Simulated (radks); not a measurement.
The numbers below are computed, except where a source is named.
Question: These are the eigenvalues of the occupied orbitals of an atom or ion with whole-number occupations (eV). Level of theory: Dirac Kohn-Sham, PBE, spin-unpolarised, spherical densities, point nucleus (a radial shooting solver on a logarithmic mesh with Libxc functionals).

| orbital | eigenvalue |
|---|---|
| 1s1/2 | -27753.04 |
| 2s1/2 | -4168.366 |
| 2p1/2 | -3888.192 |
| 2p3/2 | -3677.323 |
| 3s1/2 | -804.2706 |
| 3p1/2 | -691.2527 |
| 3p3/2 | -653.1541 |
| 3d3/2 | -453.3736 |
| 3d5/2 | -445.5670 |
| 4s1/2 | -135.2333 |
| 4p1/2 | -98.1524 |
| 4p3/2 | -91.4046 |
| 4d3/2 | -33.6415 |
| 4d5/2 | -32.7234 |
| 5s1/2 | -18.0478 |
| 5p1/2 | -11.0367 |

Which element is it, and in what charge state? The configuration may be excited. Open shells, if any, fill j = l - 1/2 first.

Answer: Z = 49, indium, charge +1: In+ in [Kr] 4d9 5s1 5p2. The list shows which subshells hold electrons but not how many an open one holds; the 1s level, -1019.9 hartree, gives Z - s = 45.2 by -(Z - s)^2/2, which with screening and relativity narrows Z to a few neighbours, and the depths of the outer levels then fix element, charge and occupations together.
